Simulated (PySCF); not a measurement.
# Deuteron quadrupole couplings in `C#C[Si@@H]1S[SiH2]CCN1C`

Species: C5H11NSSi2.
Structure used (GFN2-xTB), in Å, numbered top down from 1:
```xyz
20
C5H11NSSi2 angstrom
C      0.216    3.614   -1.891
C      0.350    2.728   -1.090
Si     0.534    1.352    0.136
S      2.378    0.338   -0.362
Si     2.033   -1.513    0.660
C      0.245   -2.090    0.319
C     -0.510   -1.113   -0.588
N     -0.707    0.178    0.038
C     -2.004    0.388    0.625
H      0.107    4.392   -2.591
H      0.634    1.886    1.495
H      3.022   -2.413    0.083
H      2.234   -1.308    2.094
H      0.252   -3.070   -0.159
H     -0.306   -2.200    1.255
H     -1.491   -1.521   -0.851
H      0.053   -0.981   -1.517
H     -2.242   -0.400    1.347
H     -2.784    0.397   -0.144
H     -2.020    1.346    1.137
```

Level: PBE0/pcSseg-1 (PySCF, non-relativistic); Q(2H) = 0.00286 b; rigid geometry, the same for H and D, with no vibrational averaging.

**Question.** Rank these positions by the coupling χzz of a deuteron there, largest first.
A. H14 (methylene hydrogen)
B. H19 (methyl hydrogen)
C. H11 (Si–H hydrogen)
D. H12 (Si–H hydrogen)
E. H10 (alkyne hydrogen)

**Answer.** E (260 kHz), A (211 kHz), B (199 kHz), D (112 kHz), C (108 kHz).

**Question.** What are Vzz, η and χzz (234.96 MHz × Q × Vzz) at all hydrogens?

**Answer.** 
```json
{"atom": "H10", "bonded to": "C1", "bond length (Å)": "1.052", "Vzz (au)": "0.3870", "η": "0.00", "χzz (kHz)": "260"}
{"atom": "H11", "bonded to": "Si3", "bond length (Å)": "1.463", "Vzz (au)": "0.1601", "η": "0.01", "χzz (kHz)": "108"}
{"atom": "H12", "bonded to": "Si5", "bond length (Å)": "1.456", "Vzz (au)": "0.1669", "η": "0.02", "χzz (kHz)": "112"}
{"atom": "H13", "bonded to": "Si5", "bond length (Å)": "1.463", "Vzz (au)": "0.1623", "η": "0.01", "χzz (kHz)": "109"}
{"atom": "H14", "bonded to": "C6", "bond length (Å)": "1.090", "Vzz (au)": "0.3137", "η": "0.03", "χzz (kHz)": "211"}
{"atom": "H15", "bonded to": "C6", "bond length (Å)": "1.091", "Vzz (au)": "0.3119", "η": "0.03", "χzz (kHz)": "210"}
{"atom": "H16", "bonded to": "C7", "bond length (Å)": "1.095", "Vzz (au)": "0.2942", "η": "0.07", "χzz (kHz)": "198"}
{"atom": "H17", "bonded to": "C7", "bond length (Å)": "1.094", "Vzz (au)": "0.2906", "η": "0.04", "χzz (kHz)": "195"}
{"atom": "H18", "bonded to": "C9", "bond length (Å)": "1.094", "Vzz (au)": "0.2980", "η": "0.05", "χzz (kHz)": "200"}
{"atom": "H19", "bonded to": "C9", "bond length (Å)": "1.095", "Vzz (au)": "0.2962", "η": "0.05", "χzz (kHz)": "199"}
{"atom": "H20", "bonded to": "C9", "bond length (Å)": "1.086", "Vzz (au)": "0.3107", "η": "0.09", "χzz (kHz)": "209"}
```

**Question.** Average by the element that carries the hydrogen.

**Answer.** on C: 210 kHz over 8 positions, mean bond length 1.087 Å; on Si: 110 kHz over 3 positions, mean bond length 1.461 Å.

**Question.** How does χzz go with the bond length over the 8 C–H bonds?

**Answer.** A straight-line fit has a slope of -14.3 kHz for each 0.01 Å, with a correlation coefficient of -0.99, over lengths from 1.052 to 1.095 Å. The longer bonds have the smaller couplings here.

**Question.** A static deuteron (I = 1) shows a doublet split by (3/2)χ, (3/4)χ(1 + η) and (3/4)χ(1 − η) with the field along z, y and x of the gradient. What are these for H15?

**Answer.** With |χ| = 209.6 kHz and η = 0.028: 314, 162 and 153 kHz, to first order and without motion.

Geometry: GFN2-xTB, one conformer, isolated molecule. GFN2-xTB bond lengths can be off by several hundredths of an ångström, more for odd bonds, and the gradients follow them. These gradients aren't converged with respect to the basis.
